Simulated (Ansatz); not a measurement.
A run for Ansatz (an electronic-structure program): R-CCSD(T)/def2-SVPD on CH7GeI (a complex), monomers drawn apart or pushed together. Elements past Kr take the def2 small-core potentials; no spin–orbit coupling. The run froze 24 orbitals, filled d shells among them.

Ansatz 0.2 input:
```yaml
crystal:
  periodic: [false, false, false]
  atoms:
    - {symbol: Ge, position_ang: [-0.96600186, 1.13646228, 0.75836400]}
    - {symbol: I, position_ang: [0.21707571, -0.99698389, 0.05100314]}
    - {symbol: H, position_ang: [0.06753316, 2.02844844, 1.45395229]}
    - {symbol: H, position_ang: [-1.50920238, 1.79794611, -0.51394375]}
    - {symbol: H, position_ang: [-2.09978816, 0.74160661, 1.71023897]}
    - {symbol: C, position_ang: [0.06127763, -0.04571158, 3.89734413]}
    - {symbol: H, position_ang: [0.44129331, -0.63477198, 3.06406103]}
    - {symbol: H, position_ang: [0.44027998, -0.45381857, 4.83321595]}
    - {symbol: H, position_ang: [0.39056646, 0.98755967, 3.79448800]}
    - {symbol: H, position_ang: [-1.02745982, -0.08236098, 3.90146709]}
basis:
  gaussian:
    orbitals: def2-SVPD
magnetization: {spin_polarized: false}
correlation: {method: ccsd_t, electrons: outside_noble_gas}
scf: {lower_state_search: off}
```

Output:

```
WARN ansatz: RAYON_NUM_THREADS=1 ignored (pool sized by the plan → 1); use --threads N
Functional definition: HF
these checks for a lower state are left out or cut short: stability, starts, cluster_reference, orbital_swaps, neighbouring_geometries, increment
integrals: 0.44 GiB planned
1563 factors; integrals over basis functions are off by at most 1.2e-3 eV
mean field: 0.66 GiB planned
mean field evaluation 1: about -65678.3181 eV, gradient 2.3e1 eV
mean field evaluation 2: about -65678.4012 eV, gradient 2.3e1 eV
mean field evaluation 4: about -65680.1419 eV, gradient 2.6e0 eV
mean field evaluation 8: about -65680.1634 eV, gradient 1.3e-1 eV
mean field -65680.16355634 eV, -2413.7014910817 hartree, gradient 6.4e-7 eV, S^2 0.000000; 0 other end points of the search recorded, 0 dependent functions left out
24 core orbitals not correlated
reference -65680.16355634 eV, -2413.7014910817 hartree; 11, 11 occupied and 114, 114 virtual orbitals, 1563 factors
second order -10.43907681 eV of doubles, -0.00000000 eV of singles
coupled cluster: 1.02 GiB planned
cycle   1  -11.53722182 eV  change    -1.1e0 eV  update   7.9e-2
cycle   2  -11.90863356 eV  change   -3.7e-1 eV  update   2.4e-2
cycle   3  -11.94503136 eV  change   -3.6e-2 eV  update   7.2e-3
cycle   4  -11.94264860 eV  change    2.4e-3 eV  update   1.9e-3
cycle   5  -11.94208677 eV  change    5.6e-4 eV  update   5.5e-4
cycle   6  -11.94207445 eV  change    1.2e-5 eV  update   1.7e-4
cycle   7  -11.94208816 eV  change   -1.4e-5 eV  update   4.7e-5
cycle   8  -11.94209789 eV  change   -9.7e-6 eV  update   1.4e-5
perturbative correction -0.31686329 eV, -0.0116445113 hartree
Total energy: -65692.42251752 eV, -2414.1519995957 hartree
Checks for a lower state left out: stability, starts, cluster_reference, orbital_swaps, neighbouring_geometries, increment
```

Self-consistency was reached.

Cost: roughly 14 core-seconds.
